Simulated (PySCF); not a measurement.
Match the calculated data to a structure.

All candidates are C7H12.

- Triplet: lowest triplet excitation (Tamm–Dancoff): 6.88 eV [TDA B3LYP/def2-SVPD]
- Dipole: 0.30 D [B3LYP/def2-SVPD]
- UV, strongest line: among the 8 lowest singlet transitions: S4 at 7.62 eV (163 nm, f = 0.037) [TDDFT B3LYP/def2-SVPD]
- Rotational structure: rotational constants A, B, C: 5.330, 2.180, 1.853 GHz [GFN2-xTB]
- UV, first state: lowest singlet excitation: 6.99 eV (177 nm, f = 0.002) [TDDFT B3LYP/def2-SVPD]
- Polarisability: 77.4 au [B3LYP/def2-SVPD]

Gas-phase values; electronic properties from PySCF, density fitting. Levels stand in brackets. One conformer (not necessarily the lowest) at the GFN2-xTB geometry, without solvent, vibrations or thermal averaging.

Problem. Which candidate is it?
A. `C[C@@H]1C[C@@H]2C[C@@H]2C1`
B. `C=C1CC[C@H](C)C1`
C. `C#C[C@@H](C)C(C)C`

Solution. A. It is `C[C@@H]1C[C@@H]2C[C@@H]2C1`. Numbering: `[CH3:1][C@@H:2]1[CH2:3][C@@H:4]2[CH2:5][C@@H:6]2[CH2:7]1`. Its formula, C7H12, gives 2 degrees of unsaturation: 2 rings and 0 π bonds in the structure found. The optimised geometry has point group Cs and is an asymmetric top.

The others, at the same levels:
- `C=C1CC[C@H](C)C1` fails: its computed lowest singlet excitation is 6.33 eV (196 nm, f = 0.025) (against 6.99 eV), lowest triplet excitation (Tamm–Dancoff) is 4.22 eV (against 6.88 eV) and strongest line among the 8 lowest singlet transitions is S2 at 6.53 eV (190 nm, f = 0.198) (against S4 at 7.62 eV).
- `C#C[C@@H](C)C(C)C` fails: its computed lowest singlet excitation is 6.63 eV (187 nm, f = 0.002) (against 6.99 eV), lowest triplet excitation (Tamm–Dancoff) is 5.54 eV (against 6.88 eV) and static isotropic polarisability is 82.5 au (against 77.4 au).

Each candidate is one conformer, not necessarily the lowest. The conformers computed, where there is a choice (atom-mapped SMILES and torsion angles):
- `[CH:1]#[C:2][C@@H:3]([CH3:4])[CH:5]([CH3:6])[CH3:7]`: C2–C3–C5–C6 65°

The conformers of `C[C@@H]1C[C@@H]2C[C@@H]2C1` and `C=C1CC[C@H](C)C1` aren't listed.
